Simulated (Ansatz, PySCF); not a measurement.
Molecule: sum formula BBrF, charge 0, multiplicity 2. It need not be the lowest isomer of its formula. 
Structure (B3LYP-D3(BJ)/def2-TZVP (Ansatz, a first-principles code) minimum search):
SMILES: F[B]Br
```xyz
3

B     -1.2476    -0.1514    -0.0288
F     -1.9131     0.9646    -0.0097
Br     0.6702    -0.2264     0.0066
```
Charge 0, spin multiplicity 2.

Quantity: atomisation energy (electronic, to ground-state atoms), in eV. Valence correlation only, unless marked. UHF or UKS for open shells. No spin-orbit coupling. Frozen are the shells of the preceding noble gas and the d and f shells that filled before the atom's block. Non-relativistic. The coupled-cluster limit lacks core correlation, which all-electron functionals hold. CBS(X,Y): correlation extrapolated as X^-3; Hartree-Fock from the larger set.

```json
[
 {"level": "HF/def2-TZVPD", "program": "PySCF", "atomisation energy (eV)": "7.69", "minus last row": "-2.39"},
 {"level": "revPBE/def2-TZVPD", "program": "Ansatz", "atomisation energy (eV)": "10.22", "minus last row": "0.14"},
 {"level": "BP86-D4/def2-TZVPD", "program": "PySCF + dftd4", "atomisation energy (eV)": "10.65", "minus last row": "0.57"},
 {"level": "BP86/def2-TZVPD", "program": "PySCF", "atomisation energy (eV)": "10.58", "minus last row": "0.50"},
 {"level": "PBE0/def2-TZVPD", "program": "Ansatz", "atomisation energy (eV)": "10.36", "minus last row": "0.28"},
 {"level": "BHLYP-D3(BJ)/def2-TZVPD", "program": "Ansatz + dftd3", "atomisation energy (eV)": "9.68", "minus last row": "-0.40"},
 {"level": "BHLYP/def2-TZVPD", "program": "Ansatz", "atomisation energy (eV)": "9.61", "minus last row": "-0.47"},
 {"level": "TPSSh/def2-TZVPD", "program": "PySCF", "atomisation energy (eV)": "10.18", "minus last row": "0.10"},
 {"level": "r2SCANh/def2-TZVPD", "program": "Ansatz", "atomisation energy (eV)": "10.45", "minus last row": "0.37"},
 {"level": "CAM-B3LYP/def2-TZVPD", "program": "Ansatz", "atomisation energy (eV)": "10.18", "minus last row": "0.10"},
 {"level": "LC-wPBE-D3(BJ)/def2-TZVPD", "program": "Ansatz + dftd3", "atomisation energy (eV)": "10.33", "minus last row": "0.25"},
 {"level": "B2PLYP-D3(BJ)/def2-TZVPD", "program": "Ansatz + dftd3", "atomisation energy (eV)": "10.16", "minus last row": "0.08"},
 {"level": "SCS-MP2/cc-pVDZ", "program": "Ansatz", "atomisation energy (eV)": "9.35", "minus last row": "-0.73"},
 {"level": "SCS-MP2/cc-pVQZ", "program": "Ansatz", "atomisation energy (eV)": "10.16", "minus last row": "0.08"},
 {"level": "CCSD(T)/CBS(cc-pVTZ,cc-pVQZ)", "program": "Ansatz", "atomisation energy (eV)": "10.08", "minus last row": "0.00"}
]
```
